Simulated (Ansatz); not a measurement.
Stepwise reaction of `[CH3][SnH2][CH3]` with hydrogen fluoride, as a gas-phase model of exchange steps in deposition or etching. ΔE in kJ/mol; ΔG adds harmonic PBE0-D4 terms to CCSD(T)/CBS, at 1 bar.

Calculated with Ansatz (gas phase, PBE0-D4/def2-TZVP geometries, no zero-point term in ΔE). CCSD(T)/CBS is the MP2 limit (def2-TZVPP, def2-QZVPP) plus CCSD(T) − MP2 in def2-TZVPP, frozen cores. This one scheme is used for every species. Functionals use def2-TZVPP. B3LYP here is the variant with VWN-RPA as its local correlation; programs differ in this. def2 core potentials past Kr. For Sn outer-core shells are correlated without core-valence functions, which leaves a few kJ/mol of doubt a bond.

```
step                                           reaction  PBE-D4  B3LYP-D4  ωB97M-V  CCSD(T)/CBS  ΔG(500 K)
   1  `[CH3][SnH2][CH3]` + H–F → `[CH3][SnH2][F]` + CH₄   -88.1     -95.7    -89.9        -81.0      -78.3
```

(1) Give the row of step 2, `[CH3][SnH2][F]` + H–F → `[F][SnH2][F]` + CH₄. (Best estimate.)

(2) By hand: ΔE of the 2 steps together at CCSD(T)/CBS.

## Answers

(1) Computed: 
```tsv
step	reaction	PBE-D4	B3LYP-D4	ωB97M-V	CCSD(T)/CBS	ΔG(500 K)
2	`[CH3][SnH2][F]` + H–F → `[F][SnH2][F]` + CH₄	-76.5	-82.4	-77.5	-69.8	-59.2
```

(2) (-81.0) + (-69.8) = -150.8 kJ/mol, or -75.4 kJ/mol a step.

In ΔE each step is higher than the one before. All are downhill at CCSD(T)/CBS. ΔG lies between -78.3 and -59.2 kJ/mol a step. PBE-D4 differs from CCSD(T)/CBS by -7.1 to -6.7 kJ/mol a step. Isolated molecules leave out the surface, adducts and barriers. Largest T1 diagnostic: 0.014.
